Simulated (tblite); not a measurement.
Species: C4H5F2OS (doublet state).
Z-matrix (Å and degrees, GFN2-xTB geometry), rows numbered from 1:
```
F 
C   1  1.3531
F   2  1.3508  1  107.55
O   2  1.3019  1  117.19  3   135.47
C   4  1.4557  2  121.01  1   -49.44
C   5  1.5242  4  109.87  2   167.82
C   6  1.5296  5   96.23  4   106.82
S   5  1.8191  4  112.69  2   -89.78
H   5  1.0909  4  108.95  2    37.31
H   6  1.0886  5  111.95  4  -135.28
H   6  1.0889  5  111.81  4   -12.33
H   7  1.0864  6  115.61  5   124.21
H   7  1.0870  6  114.71  5  -105.66
```

Method: GFN2-xTB as coded in tblite; computed harmonic values from a numerical Hessian at the method's own geometry, unscaled. Errors from tens to a few hundred cm⁻¹ against measured bands are possible. One conformer, not necessarily the lowest. Open shells enter through the occupations alone, without spin polarisation, and single modes of such species can be off by tens of per cent.

Harmonic wavenumbers (cm⁻¹): 35.3, 54.9, 69.4, 148.1, 281.8, 310.1, 458.0, 476.8, 550.6, 638.1, 708.8, 738.7, 785.3, 816.5, 902.1, 941.3, 1011.8, 1053.3, 1067.0, 1085.5, 1150.7, 1166.2, 1187.9, 1232.3, 1263.1, 1287.0, 1432.5, 1452.7, 2959.4, 3009.0, 3018.1, 3022.1, 3028.3.

A = 3542, B = 1083, C = 939.6 MHz; mass 139.003 u (most abundant isotopes); point group C1, symmetry number 1; spin multiplicity 2.

What is the zero-point energy?

Half the sum of the wavenumbers: 18671 cm⁻¹ = 223.36 kJ/mol.

Give the ideal-gas entropy at 273.15 K and 1 bar in the rigid-rotor, harmonic-oscillator model (classical rotation).

Translation 168.58, rotation 119.74, vibration 93.05, spin (R ln 2) 5.76: S = 387.1 J/(mol K).

And Cp and H(273.15 K) − H(0)?

Cp = 118.79 J/(mol K), of which vibrations give 85.53 (their classical limit is 33 R = 274.4); H(273.15 K) − H(0) = 21.29 kJ/mol without the zero-point energy, 12.21 from vibrations.

What must be added to the electronic energy to get the Gibbs energy at 273.15 K and 1 bar?

ZPE + [H(273.15 K) − H(0)] − T·S = 223.36 + 21.29 − 105.74 = 138.91 kJ/mol.

How do the functions run with temperature in this model?

| T (K) | S (J/(mol K)) | Cp (J/(mol K)) | H − H(0) (kJ/mol) | G − H(0) (kJ/mol) | ln q(vib) |
| --- | --- | --- | --- | --- | --- |
| 150 | 328.8 | 80.9 | 9.08 | -40.24 | 3.29 |
| 250 | 376.9 | 111.2 | 18.63 | -75.60 | 5.36 |
| 298.15 | 397.9 | 127.0 | 24.37 | -94.26 | 6.30 |
| 400 | 439.7 | 158.0 | 38.92 | -136.94 | 8.28 |
| 600 | 512.8 | 202.0 | 75.29 | -232.38 | 12.06 |
| 900 | 602.6 | 239.4 | 142.09 | -400.21 | 17.34 |

q(vib) and H(0) count from the zero-point level.

Which modes carry the vibrational entropy at 273.15 K?

35.3 cm⁻¹: 22.31; 54.9 cm⁻¹: 18.66; 69.4 cm⁻¹: 16.73; 148.1 cm⁻¹: 10.59; 281.8 cm⁻¹: 5.75; 310.1 cm⁻¹: 5.10 J/(mol K); the other 27 give 13.90 together.

Blend soft modes into free rotors: weight 1/[1 + (100 cm⁻¹/ν̃)⁴] for the oscillator and the rest for a rotor with moment μB/(μ + B), μ = h/(8π²ν), B = 10⁻⁴⁴ kg m². What vibrational entropy results?

79.54 J/(mol K) in place of 93.05, which changes −T·S at 273.15 K by +3.69 kJ/mol.

Hindered rotation and anharmonicity are outside this model. Other conformers, if any are populated, would add a mixing term that is left out. The structure is chiral; the term R ln 2 for an equal mix with its mirror image is left out.

The run took 0.38 s on one thread of an Arm Neoverse V1, shared host with 32 logical CPUs at a one-minute load of 10. This covers the Hessian and the dipole derivatives.
